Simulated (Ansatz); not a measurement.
Steps of a relaxation of `F[CH]1[GaH][Se]1` with RKS PBE0-D4/def2-TZVP.

```sh
$ ansatz run in.yaml --threads 4 --pin off --events-out ev --progress --plain --max-ram 10444MiB
```

```yaml
crystal:
  periodic: [false, false, false]
  atoms:
    - {symbol: F, position_ang: [1.055340, -1.130340, -0.169930]}
    - {symbol: C, position_ang: [0.382690, -0.052280, -0.762710]}
    - {symbol: Ga, position_ang: [-0.405220, 0.605870, 0.966290]}
    - {symbol: Se, position_ang: [-1.772630, -0.534800, -0.445620]}
    - {symbol: H, position_ang: [0.522090, -0.132590, -1.840960]}
    - {symbol: H, position_ang: [0.217740, 1.244140, 2.252930]}
basis:
  gaussian: {orbitals: def2-TZVP}
hamiltonian: {xc: pbe0, dispersion: d4}
relax: {f_tol: 0.005, max_steps: 150}
```

Positions (Å) and forces (eV/Å) along the path, 10 of 10 steps:

```xyz
6
step=1 energy=-121496.0957 eV
F     1.055   -1.130   -0.170    0.220   -0.057   -0.550
C     0.383   -0.052   -0.763   -0.851   -0.973    1.219
Ga   -0.405    0.606    0.966    0.305    0.380   -0.631
Se   -1.773   -0.535   -0.446    0.735    0.276    0.133
H     0.522   -0.133   -1.841   -0.061    0.519    0.131
H     0.218    1.244    2.253   -0.348   -0.145   -0.301
6
step=2 energy=-121496.4005 eV
F     1.076   -1.289   -0.288   -0.523    0.500   -0.644
C     0.322   -0.173   -0.708    0.269   -0.657   -0.136
Ga   -0.381    0.627    0.956    0.501    0.348   -0.326
Se   -1.767   -0.548   -0.387    0.675   -0.029   -0.272
H     0.589    0.044   -1.788   -0.637   -0.132    1.398
H     0.161    1.338    2.215   -0.285   -0.031   -0.021
6
step=3 energy=-121496.5756 eV
F     1.040   -1.424   -0.423   -0.383    0.995   -0.263
C     0.318   -0.223   -0.654    1.000   -0.916   -1.391
Ga   -0.302    0.682    0.952    0.386    0.235    0.203
Se   -1.622   -0.556   -0.406   -0.761   -0.091    0.100
H     0.506    0.098   -1.723   -0.037   -0.210    1.447
H     0.059    1.423    2.254   -0.205   -0.012   -0.097
6
step=4 energy=-121496.6671 eV
F     1.050   -1.451   -0.482   -0.545    0.907   -0.178
C     0.309   -0.262   -0.660    0.864   -0.742   -0.539
Ga   -0.268    0.671    0.949    0.264    0.109    0.077
Se   -1.655   -0.557   -0.374   -0.223   -0.030   -0.027
H     0.540    0.138   -1.668   -0.213   -0.225    0.712
H     0.024    1.461    2.236   -0.147   -0.019   -0.045
6
step=5 energy=-121496.6910 eV
F     1.023   -1.497   -0.569    0.242   -0.170   -0.208
C     0.351   -0.330   -0.676   -0.431    0.439    0.325
Ga   -0.103    0.678    0.930   -0.128    0.025    0.091
Se   -1.635   -0.513   -0.286    0.049   -0.068   -0.218
H     0.515    0.175   -1.625    0.106   -0.292   -0.057
H    -0.151    1.488    2.225    0.162    0.067    0.067
6
step=6 energy=-121496.7234 eV
F     1.051   -1.464   -0.557   -0.022   -0.145    0.051
C     0.330   -0.312   -0.654    0.120    0.155   -0.146
Ga   -0.184    0.669    0.949   -0.022    0.000   -0.047
Se   -1.652   -0.527   -0.346   -0.052   -0.055    0.044
H     0.518    0.142   -1.625   -0.024    0.032    0.064
H    -0.063    1.493    2.234    0.001    0.013    0.034
6
step=7 energy=-121496.7249 eV
F     1.041   -1.474   -0.558   -0.002    0.061    0.022
C     0.341   -0.304   -0.654   -0.057   -0.110   -0.017
Ga   -0.188    0.674    0.945   -0.018   -0.032   -0.009
Se   -1.652   -0.535   -0.342    0.053    0.036    0.015
H     0.521    0.147   -1.625    0.021    0.031   -0.027
H    -0.063    1.492    2.234    0.004    0.015    0.016
6
step=8 energy=-121496.7254 eV
F     1.042   -1.471   -0.556   -0.001    0.000    0.004
C     0.336   -0.307   -0.657    0.005    0.000   -0.021
Ga   -0.187    0.672    0.945   -0.002    0.002    0.011
Se   -1.651   -0.534   -0.341   -0.003   -0.002   -0.001
H     0.522    0.149   -1.625    0.000   -0.003    0.004
H    -0.063    1.493    2.234    0.001    0.003    0.004
6
step=9 energy=-121496.7254 eV
F     1.042   -1.471   -0.555    0.000    0.000    0.001
C     0.336   -0.307   -0.657    0.002    0.000   -0.009
Ga   -0.187    0.671    0.945   -0.001    0.002    0.006
Se   -1.651   -0.534   -0.342   -0.001   -0.001    0.000
H     0.522    0.148   -1.626    0.000   -0.002    0.002
H    -0.063    1.493    2.234    0.000    0.000    0.001
6
step=10 energy=-121496.7254 eV
F     1.042   -1.471   -0.555    0.000    0.000    0.000
C     0.336   -0.307   -0.657   -0.001    0.000    0.000
Ga   -0.187    0.671    0.945    0.000    0.000    0.000
Se   -1.651   -0.534   -0.342    0.001   -0.001    0.000
H     0.522    0.148   -1.626    0.000    0.000    0.000
H    -0.063    1.493    2.235    0.000    0.000    0.000
```

It took 35 s on 4 threads of an Arm Neoverse V2 on a shared host, with 0.5 GiB of host memory at the peak.
